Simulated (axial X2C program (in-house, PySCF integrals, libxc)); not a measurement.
**Low determinants of In₂ at the PBE0 level, scalar-relativistic**

Computed with an in-house all-electron X2C program for linear molecules (integrals from PySCF). Spin-free means the one-electron spin-free X2C Hamiltonian. Basis: In dyall-cv3z [11s12p9d4f1g] (cores contracted in-house); Gaussian nuclei, density fitting, unrestricted open shells. Masses: In 114.904 u.

Search at 3.045 Å (vertical energies from the lowest determinant):

```json
{"ΔE (eV)": "0.00", "state": "M_S = 1, Λ = 1", "electrons beyond evenly filled partner blocks": "σα, π+α", "electrons in σ, π, δ, φ": "41 41 16 0"}
{"ΔE (eV)": "0.17", "state": "M_S = 0, Λ = 1", "electrons beyond evenly filled partner blocks": "σα, π+β", "electrons in σ, π, δ, φ": "41 41 16 0"}
{"ΔE (eV)": "0.27", "state": "M_S = 1, Λ = 0", "electrons beyond evenly filled partner blocks": "π+α, π-α", "electrons in σ, π, δ, φ": "40 42 16 0"}
{"ΔE (eV)": "0.46", "state": "M_S = 0, Λ = 0", "electrons beyond evenly filled partner blocks": "closed shell", "electrons in σ, π, δ, φ": "42 40 16 0"}
{"ΔE (eV)": "0.71", "state": "M_S = 0, Λ = 2", "electrons beyond evenly filled partner blocks": "π+α, π+β", "electrons in σ, π, δ, φ": "40 42 16 0"}
{"ΔE (eV)": "0.71", "state": "M_S = 0, Λ = 0", "electrons beyond evenly filled partner blocks": "π+β, π-α", "electrons in σ, π, δ, φ": "40 42 16 0"}
{"ΔE (eV)": "1.60", "state": "M_S = 1, Λ = 2", "electrons beyond evenly filled partner blocks": "2 × π+α", "electrons in σ, π, δ, φ": "40 42 16 0"}
```

Lowest determinant, M_S = 1, Λ = 1 (beyond evenly filled blocks: σα, π+α): Re = 3.037 Å, ωe = 113.4 cm⁻¹.

The determinant in row 2 of the search, M_S = 0, Λ = 1 (beyond evenly filled blocks: σα, π+β), was followed along the bond at PBE0; measured from the minimum of the lowest determinant it gives:

Te = 0.174 eV (1401 cm⁻¹), Re = 3.031 Å, ωe = 113.8 cm⁻¹.

(1) Compare the bond of the determinant in row 2 with that of the lowest one.

The search compares states at one distance, so a state with another bond length can lie lower; it is not exhaustive and yields mostly the lowest determinant of each block pattern, so other components and higher states of one pattern are missing. These are energies of single determinants, not of spin-adapted states; PBE0 term energies can be off by some tenths of an eV, and the functional has no current term. The lowest determinant need not be the ground state where others lie within half an eV. Row 2 is spin-contaminated (⟨S²⟩ = 1.01 against 0.00), so its values are not those of a pure state.

Answers

(1) At PBE0 its Re is 0.006 Å shorter and its force constant, which goes as ωe², is 1.01 times that of the lowest determinant. This determinant mixes spin states, so it has no term energy of its own.
